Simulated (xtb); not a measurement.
C2F2N (SMILES N#C[C](F)F), doublet, from a rough starting geometry; GFN2-xTB (xtb).

xtb was given this input:
```
$ xtb mol.xyz --gfn 2 --uhf 1 --opt vtight --json

# file mol.xyz
5

C     -0.05421034     0.23532690    -0.71431110
C     -0.02845230     0.26627924     0.81512642
F      1.07897271    -0.36440664    -1.12076051
F     -1.04795390    -0.40444982    -1.09222094
N     -0.03870547     0.28256697     1.98637983
```

### Question
Predict the main parts of the log of this xtb run.

### Answer

```
   ID    Z sym.   atoms
    1    6 C      1, 2
    2    9 F      3, 4
    3    7 N      5

           -------------------------------------------------
          |                Calculation Setup                |
           -------------------------------------------------

           -------------------------------------------------
          |                 G F N 2 - x T B                 |
           -------------------------------------------------

          ...................................................
          :                      SETUP                      :
          :.................................................:
          :  # basis functions                  20          :
          :  # atomic orbitals                  20          :
          :  # shells                           10          :
          :  # electrons                        27          :
          :  max. iterations                   250          :
          :  Hamiltonian                  GFN2-xTB          :
          :  restarted?                      false          :
          :  GBSA solvation                  false          :
          :  PC potential                    false          :
          :  electronic temp.          300.0000000     K    :
          :  accuracy                    1.0000000          :
          :  -> integral cutoff          0.2500000E+02      :
          :  -> integral neglect         0.1000000E-07      :
          :  -> SCF convergence          0.1000000E-05 Eh   :
          :  -> wf. convergence          0.1000000E-03 e    :
          :  Broyden damping             0.4000000          :
          :  net charge                          0          :
          :  unpaired electrons                  1          :
          ...................................................

 iter      E             dE          RMSdq      gap      omega  full diag
   1    -16.5876665 -0.165877E+02  0.862E+00    3.66       0.0  T
   2    -16.5836686  0.399790E-02  0.626E+00    3.93       1.0  T
   3    -16.6200212 -0.363526E-01  0.382E+00    3.77       1.0  T
   4    -16.6439414 -0.239201E-01  0.727E-01    3.44       1.0  T
   5    -16.6458669 -0.192550E-02  0.264E-01    3.63       1.0  T
   6    -16.6459274 -0.605622E-04  0.507E-02    3.62       1.0  T
   7    -16.6459284 -0.940666E-06  0.150E-02    3.62       3.0  T
   8    -16.6459289 -0.508277E-06  0.672E-03    3.62       6.7  T
   9    -16.6459290 -0.129053E-06  0.153E-03    3.62      29.2  T
[...]
 * total energy  :   -16.5425811 Eh     change       -0.2297432E-02 Eh
 * total energy  :   -16.5436894 Eh     change       -0.1108287E-02 Eh
 * total energy  :   -16.5443829 Eh     change       -0.6935268E-03 Eh
 * total energy  :   -16.5454827 Eh     change       -0.1099801E-02 Eh
 * total energy  :   -16.5456429 Eh     change       -0.1601562E-03 Eh
 * total energy  :   -16.5456697 Eh     change       -0.2684185E-04 Eh
 * total energy  :   -16.5456734 Eh     change       -0.3737671E-05 Eh
 * total energy  :   -16.5456771 Eh     change       -0.3692405E-05 Eh
 * total energy  :   -16.5456788 Eh     change       -0.1670221E-05 Eh
 * total energy  :   -16.5456796 Eh     change       -0.8148333E-06 Eh
 * total energy  :   -16.5456798 Eh     change       -0.2073436E-06 Eh
 * total energy  :   -16.5456798 Eh     change       -0.3350670E-07 Eh
   *** GEOMETRY OPTIMIZATION CONVERGED AFTER 17 ITERATIONS ***
         :: total energy             -16.545679849927 Eh    ::
[...]
        20                          1.1094720              30.1903
      -------------------------------------------------------------
                  HL-Gap            0.1208529 Eh            3.2886 eV
             Fermi-level           -0.3926174 Eh          -10.6837 eV

     #   Z          covCN         q      C6AA      α(0)
     1   6 C        2.550     0.316    21.702     7.614
     2   6 C        1.893     0.094    28.778     8.664
     3   9 F        0.787    -0.132    10.557     3.838
     4   9 F        0.787    -0.132    10.557     3.838
     5   7 N        0.911    -0.145    24.143     7.106

 Mol. C6AA /au·bohr⁶  :        452.790440
 Mol. C8AA /au·bohr⁸  :      10640.178819
 Mol. α(0) /au        :         31.060469

Wiberg/Mayer (AO) data.
largest (>0.10) Wiberg bond orders for each atom

 ---------------------------------------------------------------------------
     #   Z sym  total        # sym  WBO       # sym  WBO       # sym  WBO
 ---------------------------------------------------------------------------
     1   6 C    3.581 --     2 C    1.260     4 F    1.069     3 F    1.069
                             5 N    0.184
     2   6 C    3.967 --     5 N    2.639     1 C    1.260
     3   9 F    1.226 --     1 C    1.069
     4   9 F    1.226 --     1 C    1.069
     5   7 N    2.932 --     2 C    2.639     1 C    0.184
 ---------------------------------------------------------------------------

Topologies differ in total number of bonds
Writing topology from bond orders to xtbtopo.mol

molecular dipole:
                 x           y           z       tot (Debye)
 q only:        0.001      -0.017      -0.083
   full:        0.004      -0.105      -0.514       1.334
molecular quadrupole (traceless):
                xx          xy          yy          xz          yz          zz
 q only:        0.382      -0.031       1.897       0.034      -0.890      -2.278
  q+dip:       -0.107      -0.074       3.582       0.072      -1.513      -3.475
   full:        1.063      -0.063       4.322       0.096      -2.077      -5.385

optimized geometry written to: xtbopt.xyz

           -------------------------------------------------
          | TOTAL ENERGY              -16.545679849927 Eh   |
          | GRADIENT NORM               0.000037821172 Eh/α |
          | HOMO-LUMO GAP               3.288575821669 eV   |
           -------------------------------------------------

normal termination of xtb
```
